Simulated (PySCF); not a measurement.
## Be (beryllium, neutral) across methods

[He] 2s1 2p1, high-spin 3P determinant (an excited configuration). Calculation: PySCF 2.14, in dyall-acv3z; scalar relativity by spin-free X2C-1e.

```tsv
method	E (hartree)	mean ε 1s β (eV)	mean ε 2s α (eV)	mean ε 2p α (eV)	Σ⟨r²⟩ (bohr²)	⟨S²⟩
PBE	-14.5479	-106.52	-6.592	-3.128	18.75	2.000
LDA	-14.3614	-105.26	-6.569	-3.072	19.03	2.000
UHF	-14.51610	-128.55	-10.783	-6.688	18.29	2.000
PBE0	-14.5553	-112.19	-7.717	-4.061	18.47	2.000
r2SCAN	-14.5733	-108.86	-6.837	-3.271	18.41	2.000
BLYP	-14.5735	-106.90	-6.304	-2.918	18.75	2.000
BHandHLYP	-14.5760	-118.15	-8.562	-4.798	18.29	2.000
LC-wPBE	-14.5615	-112.43	-10.517	-6.578	17.99	2.000
PW91	-14.5656	-106.73	-6.619	-3.165	18.70	2.000
```
